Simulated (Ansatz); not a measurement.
A run for Ansatz (a first-principles code): R-BHLYP/def2-TZVPPD on HCl (SMILES Cl). Files ending in .json are basis or fitting sets from the Basis Set Exchange.

Ansatz 0.2 input:
```yaml
crystal:
  periodic: [false, false, false]
  atoms:
    - {symbol: Cl, position_ang: [0.66261912, -0.26535882, 0.25137751]}
    - {symbol: H, position_ang: [-0.00026337, -0.38571534, 1.37779825]}
basis:
  gaussian:
    orbitals: def2-TZVPPD.json
hamiltonian:
  xc: {name: BHLYP}
scf: {lower_state_search: off}
```

The head of its log:

```
WARN ansatz: RAYON_NUM_THREADS=1 ignored (pool sized by the plan → 1); use --threads N
Functional definition: BHLYP
these checks for a lower state are left out or cut short: stability, starts, cluster_reference, orbital_swaps, neighbouring_geometries, increment
integrals: 0.01 GiB planned
414 factors; their error is unknown
mean field: 0.12 GiB planned
mean field evaluation 1: about -12539.1332 eV, gradient 9.6e0 eV
mean field evaluation 2: about -12539.2913 eV, gradient 7.4e0 eV
```

Question: What total energy does the run end on?

Answer: -460.8172 hartree.
